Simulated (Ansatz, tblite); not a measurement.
Cost and result up the ladder for Ge(iPr)2Cl2 (C₆H₁₄Cl₂Ge) (23 atoms). Charge 0, multiplicity 1. Geometry: PBE-D4/def2-SVP.

```
atom    x (Å)    y (Å)    z (Å)
 Ge1   0.4235  -0.5196   0.4571
  C2  -1.2339  -1.1044  -0.4515
  C3  -2.3887  -0.1831  -0.0369
  C4  -1.5114  -2.5847  -0.1743
  H5  -1.0117  -0.9645  -1.5331
  H6  -2.1971   0.8793  -0.2945
  H7  -2.5722  -0.2383   1.0564
  H8  -3.3288  -0.4828  -0.5471
  H9  -2.4237  -2.9180  -0.7129
 H10  -0.6674  -3.2257  -0.4983
 H11  -1.6733  -2.7623   0.9089
 C12   1.0326   1.3491   0.2314
 C13   1.1949   1.6530  -1.2635
 C14   2.3046   1.6072   1.0433
 H15   0.1968   1.9543   0.6487
 H16   0.2516   1.5103  -1.8305
 H17   1.9670   1.0013  -1.7227
 H18   1.5155   2.7058  -1.4143
 H19   2.6210   2.6673   0.9458
 H20   2.1527   1.3910   2.1194
 H21   3.1398   0.9703   0.6859
Cl22   2.0628  -1.8156  -0.2226
Cl23   0.1453  -0.8898   2.6054
```

Ansatz on 4 threads of Arm Neoverse V1 on a shared host; xTB runs through tblite on one thread. Times are rough, summed over both states, and most runs start from the orbitals of an earlier one. PBE0-D4/def2-TZVP serves as the yardstick here, not as an exact answer. The other state is a doublet.

The xTB rows come from tblite. B3LYP takes the VWN-RPA correlation.

Raw xTB energies of ions are shifted by several eV.

```tsv
level	functions	wall time
GFN2-xTB	65	0.031 s
GFN1-xTB	79	0.042 s
PBE-D4/def2-TZVP	392	30 s
B3LYP-D4/def2-TZVP	392	54 s
PBE0-D4/def2-TZVP (with forces)	392	70 s
```

(1) Estimate what each level gives for the vertical IE (eV).

## Answers

(1) 
| level | vertical IE (eV) | difference from PBE0-D4/def2-TZVP (eV) |
| --- | --- | --- |
| GFN2-xTB | 12.99 | 3.62 |
| GFN1-xTB | 13.69 | 4.32 |
| PBE-D4/def2-TZVP | 8.94 | -0.43 |
| B3LYP-D4/def2-TZVP | 9.36 | 0.00 |
| PBE0-D4/def2-TZVP (with forces) | 9.37 | 0.00 |
